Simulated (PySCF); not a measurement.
A run for PySCF: R-M06-2X/def2-TZVPPD on CH3F (SMILES CF).

```python
from pyscf import gto, dft

mol = gto.M(
    atom='''
    C    -0.42566742    0.74093078    3.85549680
    F    -0.04908617   -0.48777834    3.32002541
    H    -1.39681214    1.01744077    3.44455845
    H    -0.48646739    0.64253638    4.93954254
    H     0.32388636    1.48429938    3.58345926
    ''',
    basis='def2-tzvppd',
    charge=0, spin=0, verbose=4, max_memory=1800)
mf = dft.RKS(mol, xc='m062x').density_fit(auxbasis='def2-universal-jkfit')
mf.grids.level = 4
mf.conv_tol = 1e-9
mf.max_cycle = 150
mf.kernel()
mf.dip_moment()
```

Problem. Predict the final total energy.

Solution. -139.7444 hartree.
